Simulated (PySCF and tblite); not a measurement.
The numbers below are computed, except where a source is named.
C6H8N2, numbered as in [H]/[N:4]=[C:3]1\[C@@H:2]([CH3:1])[C@@H:6]([C:7]#[N:8])[CH2:5]1.

The ensemble was built from 45 distance-geometry starts (ETKDG and KDG, MMFF94s, GFN2-xTB) and rests on GFN2-xTB geometries. Weights use PBE0-D3(BJ)/def2-SVP (IEF-PCM, dimethylsulfoxide) energies plus GFN2-xTB zero-point and thermal terms (modes under about 100 cm⁻¹ blended into free rotors). Symmetry numbers and mirror images are counted. Conformers within 2.5 kcal/mol (GFN2-xTB free energy) were kept, 5 at most. Couplings: B3LYP/6-31G* with pcJ-1 on H (gas phase; spin-dipole term only for pairs with B, N, F, Si or P). Couplings are for ¹H. H–H couplings come out 0.1 to 0.9 Hz lower than with pcJ-1 on all atoms. Of two unlike H on one atom, a is the less shielded (KT3/pcSseg-1 (IEF-PCM, dimethylsulfoxide)). (PySCF 2.14, tblite 0.8.)

The 4-ring runs over atoms 2–3–5–6.

| conformer | shape | weight % |
| --- | --- | --- |
| 1 | 4-ring flat | 100.0 |

Q: Give the couplings in each conformer and the averages at 298.15 K (pairs that fast motion interchanges averaged).

A: 
```json
{"coupling": "²J(H1,H1)", "pairs": "3", "1": "-14.2", "average (Hz)": "-14.2"}
{"coupling": "³J(H1,H2)", "pairs": "3", "1": "7.9", "average (Hz)": "7.9"}
{"coupling": "³J(H2,H6)", "pairs": "1", "1": "11.1", "average (Hz)": "11.1"}
{"coupling": "²J(H5b,H5a)", "pairs": "1", "1": "-20.8", "average (Hz)": "-20.8"}
{"coupling": "³J(H5b,H6)", "pairs": "1", "1": "6.6", "average (Hz)": "6.6"}
{"coupling": "³J(H5a,H6)", "pairs": "1", "1": "11.8", "average (Hz)": "11.8"}
```
